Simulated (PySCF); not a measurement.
**Magnetic susceptibility: `InChI=1S/C7H8FN/c1-9-5-7(8)6-3-2-4-6/h3,5H,1-2,4H2/b7-5-`**

Geometry:
```
atom   x (Å)   y (Å)   z (Å)
  C1   3.647   0.446   0.078
  N2   2.892  -0.553   0.197
  C3   1.548  -0.576  -0.013
  C4   0.647   0.312   0.460
  F5   1.081   1.427   1.110
  C6  -0.772   0.159   0.406
  C7  -1.824   0.884   0.827
  C8  -2.839  -0.079   0.288
  C9  -1.633  -0.920  -0.205
 H10   3.343   1.412  -0.327
 H11   4.679   0.339   0.379
 H12   1.178  -1.482  -0.472
 H13  -1.925   1.816   1.352
 H14  -3.458  -0.567   1.039
 H15  -3.479   0.313  -0.501
 H16  -1.555  -1.016  -1.286
 H17  -1.539  -1.902   0.255
```

Level of theory: GIAO wB97X-D/3-21G magnetisability, rotational g tensor and spin-rotation constants, non-relativistic, gas phase in PySCF. Geometry: GFN2-xTB.

(1) What are the magnetisability and the molar susceptibility?

(2) Split it along the inertial axes a, b, c into diamagnetic and paramagnetic parts about the centre of mass, with the quadrupole moment.

(3) And the rotational g tensor?

Results:

(1) Isotropic -1118 × 10⁻³⁰ J/T², or -67.3 × 10⁻⁶ cm³/mol; principal values -1261, -1098, -996 × 10⁻³⁰ J/T², anisotropy 232 × 10⁻³⁰ J/T² (root of half the summed squared differences of the principal values). The susceptibility is in cgs units.

(2) 
| axis | χ (10⁻⁶ cm³/mol) | diamagnetic (10⁻⁶ cm³/mol) | paramagnetic (10⁻⁶ cm³/mol) | summed x² of all electrons (Å²) | quadrupole Θ (D Å) |
| --- | --- | --- | --- | --- | --- |
| a | -61.5 | -352.1 | 290.7 | 324.9 | +7.05 |
| b | -66.8 | -1449.2 | 1382.4 | 66.3 | -1.98 |
| c | -73.7 | -1659.7 | 1586.0 | 16.7 | -5.07 |

Anisotropies 2χaa − χbb − χcc = +17.6 and 2χbb − χaa − χcc = +1.5 × 10⁻⁶ cm³/mol. Θ is traceless in Buckingham's convention.

(3) 
| axis | rotational constant (GHz) | g | nuclear part | electronic part |
| --- | --- | --- | --- | --- |
| a | 4.7959 | -0.0715 | 0.5834 | -0.6549 |
| b | 0.8895 | -0.0088 | 0.5689 | -0.5777 |
| c | 0.7654 | -0.0044 | 0.5658 | -0.5703 |

Asymmetric top; isotopes 12C, 19F, 1H, 14N; no vibrational averaging.
